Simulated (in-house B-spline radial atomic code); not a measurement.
RPA and G0W0 on wB97X: Mn²⁺

Configuration [Ar] 3d5, highest spin, mean-field start wB97X. Computed with an all-electron radial atomic-structure program (B-spline basis): all electrons, scalar-relativistic (spin-free one-electron X2C), finite nucleus, each spin shell either full or empty, empty states to l = 9 with an (l + 1/2)⁻⁴ tail; G0W0 by contour deformation at full frequency.

Command:
```bash
python run_gw.py task.json out
```
Settings (radii: box in bohr, nucleus in fm):
```
Z                        25
electrons                23
configuration            [Ar] 3d5
hamiltonian              x2c
method                   wb97x
lmax                     9
rms_radius               3.7057
spin_polarised           True
box_radius               17.55
intervals                70
```

Time taken, with all properties: 2.8 s on 1 thread of AMD EPYC 7R13 Processor, on a shared host.

Energies (hartree):

| term | value |
| --- | --- |
| mean-field total | -1157.73948 |
| Hartree-Fock functional on these orbitals | -1156.62962 |
| direct second order | -1.715 |
| second-order exchange | 0.56522 |
| SOSEX correction | 0.519 |

Q: What is the RPA correlation energy, and what remains with SOSEX?

A: RPA gives -1.5016 hartree (-1.78 eV per electron); RPA + SOSEX gives -0.98262, and the second-order doubles -1.1498 hartree (no singles). SOSEX takes back 35 % of the RPA value.

Quasi-particle levels (eV):

```json
{"level": "3d up", "occupied": "yes", "mean field": "-30.40", "Σx - vxc": "-4.62", "Σc": "?", "QP weight": "?", "G0W0": "?"}
{"level": "3p down", "occupied": "yes", "mean field": "-74.04", "Σx - vxc": "-4.92", "Σc": "1.41", "QP weight": "0.915", "G0W0": "-77.54"}
{"level": "4s up", "occupied": "no", "mean field": "-15.497", "Σx - vxc": "0.77", "Σc": "-0.97", "QP weight": "0.984", "G0W0": "-15.696"}
```

G0W0 = mean field + (Σx - vxc) + Σc, with Σc (partial-wave tail included) taken at the quasi-particle energy. Only the outer levels were computed. Levels of low weight are left out.

Q: Where does G0W0 put 3d up?

A: At -34.03 eV, with Σc = 0.99 eV and a quasi-particle weight of 0.933. The tabulated removal energy is 33.668 ± 0.012 eV (NIST, measured); the calculation leaves out spin-orbit coupling, Breit and QED terms, and what these don't explain is the method's own error.
